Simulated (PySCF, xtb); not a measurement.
BiF2, SMILES [F][Bi+][F] (connectivity only; charge and spin as stated), charge +1, multiplicity 1.

GFN2-xTB run with xtb at its own geometry gives an orbital gap of 2.59 eV.

The structure is a stationary point at r2SCAN-D4/def2-TZVP. The spin state was assumed, not searched. The isomer is the one that the SMILES or the coordinates give; other isomers of the formula were not compared. The def2 effective core potentials stand for the cores of Bi; spin–orbit coupling is left out.

**Question.** What does M06-2X/def2-TZVPD in PySCF give? (The exact figures need the calculation; the answer reports its results.)

**Answer.** gap 8.97 eV (levels -18.75 and -9.78 eV).
